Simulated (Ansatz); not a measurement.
C₆H₁₉N₃OSi (`CN(C)[Si](O)(N(C)C)N(C)C`). Total charge 0; spin multiplicity 1.

Z-matrix (Å, degrees):
```
C
N 1 1.443
H 1 1.100 2 112.0
H 1 1.091 2 110.4 3 -120.5
H 1 1.098 2 110.9 3 119.9
Si 2 1.713 1 120.8 3 104.8
C 2 1.439 1 113.2 3 -60.6
O 6 1.654 2 108.6 1 38.3
N 6 1.708 2 113.9 1 -75.9
N 6 1.717 2 106.0 1 161.0
H 7 1.101 2 112.0 1 57.4
H 7 1.099 2 111.2 1 -62.2
H 7 1.091 2 110.5 1 177.8
H 8 0.958 6 115.6 2 82.8
C 9 1.439 6 121.1 2 -40.2
C 9 1.440 6 124.3 2 151.3
C 10 1.440 6 123.3 2 142.5
C 10 1.441 6 122.2 2 -50.6
H 15 1.101 9 112.4 6 -106.8
H 15 1.098 9 111.0 6 133.1
H 15 1.092 9 110.6 6 13.7
H 16 1.090 9 110.3 6 -13.2
H 16 1.098 9 110.8 6 -132.5
H 16 1.102 9 112.2 6 107.8
H 17 1.090 10 110.3 6 -13.4
H 17 1.099 10 111.0 6 -133.0
H 17 1.100 10 112.3 6 107.1
H 18 1.101 10 112.1 6 -107.7
H 18 1.099 10 111.3 6 132.4
H 18 1.092 10 110.5 6 12.9
```

Give the diagnostics of a CCSD(T)/def2-TZVPP run (frozen core, the Gaussian-basis code of Ansatz). (Best estimate.)

Ansatz gave: T1 = 0.0106, largest single amplitude 0.012, largest double 0.007, (T) share of the correlation energy 3.8 %, 9 CCSD cycles. The RHF solution is stable towards an unrestricted one. T1 lies under the customary mark of 0.02 for closed shells.
